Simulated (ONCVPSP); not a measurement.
## Ranking ONCV potentials for Mo (Z = 42)

All share these settings but for the change named:

Mo, optimised norm-conserving Vanderbilt (ONCV), made with ONCVPSP 4.0.1 (PBE, fully relativistic). Core [Ar] 3d10, reference 4s2 4p6 4d5 5s0.5 5p0.5. Waves: 4s+5s: rc 2.00 bohr, ncon 3, nbas 6, qcut 7.8 1/bohr, 2 projectors; 4p+5p: rc 2.40 bohr, ncon 4, nbas 8, qcut 6.2 1/bohr, 3 projectors, debl 0.4 Ha; 4d: rc 2.60 bohr, ncon 4, nbas 8, qcut 7.3 1/bohr, 2 projectors, debl 2.6 Ha. Local part: polynomial inside 1.85 bohr (lpopt 3, dvloc0 3 Ha). Core correction: none.

Open shells are filled in proportion to 2j + 1.

Test errors are all-electron minus pseudo excitation energies from the reference, over 4s2 4p6 4d5 5s1 5p0; 4s2 4p6 4d5 5s0 5p0; 4s2 4p6 4d4 5s0 5p0; 4s2 4p6 4d6 5s0 5p0. None of these files shows a bound ghost.

The base gives 1.7 meV.

Of 10 variants that were run, those that failed, showed a ghost or another fault, or gave nearly equal values are left out.

A variant can come out equal or close to the base, since the largest error may sit in a test that the change hardly touches while other tests move.

Problem. Rank these variants by their largest absolute test error, smallest first.
A. p: rc 3.44
B. p: rc 2.28
C. p: rc 3.08
D. p: rc 2.5
E. p: rc 3.3

Solution. D (1.4 meV), B (2.0 meV), C (3.9 meV), E (7.6 meV), A (8.6 meV).
